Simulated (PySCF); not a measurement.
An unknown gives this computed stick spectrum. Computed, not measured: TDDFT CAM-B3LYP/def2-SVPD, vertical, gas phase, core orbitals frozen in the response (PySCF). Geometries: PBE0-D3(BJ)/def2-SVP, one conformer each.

```
state  E (eV)       f
   S1    6.58   0.162
   S2    6.78   0.033
   S3    7.07   0.016
   S4    7.28   0.018
   S5    7.38  0.0058
   S6    7.69  0.0046
   S7    7.74   0.011
   S8    7.98  0.0061
   S9    8.07  0.0048
  S10    8.13  0.0032
```

Orbital energies (eV): HOMO-3 -10.08, HOMO-2 -9.90, HOMO-1 -9.34, HOMO -8.34, LUMO 1.19, LUMO+1 1.26, LUMO+2 1.40.

Problem. Which candidate is it? All have the formula C9H14O.
A. `CCO/C=C\[C@@H]1CC12CC2`
B. `C1([C@@H]2C[C@H]1CCC2=O)(C)C`
C. `C[C@@]12C=C[C@@](CO)(CC1)C2`
D. `C(=O)(C)[C@@H]1[C@@H](CC(C1)=C)C`

Solution. C. Its S1, at 6.58 eV, is the highest among the candidates; the nearest of the others has S1 at 5.89 eV. S1 is HOMO→LUMO (63%), HOMO→LUMO+1 (32%). Löwdin shares by element: HOMO carbon 73% or more (atoms not listed hold the other 27%); LUMO carbon 37% or more, hydrogen 8% or more, oxygen 7% (atoms not listed hold the other 47%). At the same level the other candidates give, for their lowest levels:
- `CC1(C)[C@@H]2CCC(=O)[C@H]1C2`: 4.44 eV (f 0.000); 7.02 eV (f 0.023); 7.33 eV (f 0.022); 7.53 eV (f 0.001); 7.70 eV (f 0.072); T1 3.91 eV; HOMO -8.40, LUMO 0.87 eV
- `CCO/C=C\[C@@H]1CC12CC2`: 5.89 eV (f 0.023); 6.20 eV (f 0.028); 6.45 eV (f 0.522); 6.90 eV (f 0.006); 6.98 eV (f 0.008); T1 4.16 eV; HOMO -7.30, LUMO 1.31 eV
- `C=C1C[C@@H](C)[C@@H](C(C)=O)C1`: 4.46 eV (f 0.000); 6.61 eV (f 0.235); 6.72 eV (f 0.015); 6.82 eV (f 0.080); 7.05 eV (f 0.036); T1 3.91 eV; HOMO -8.28, LUMO 0.67 eV
Triplets come from the Tamm–Dancoff approximation.
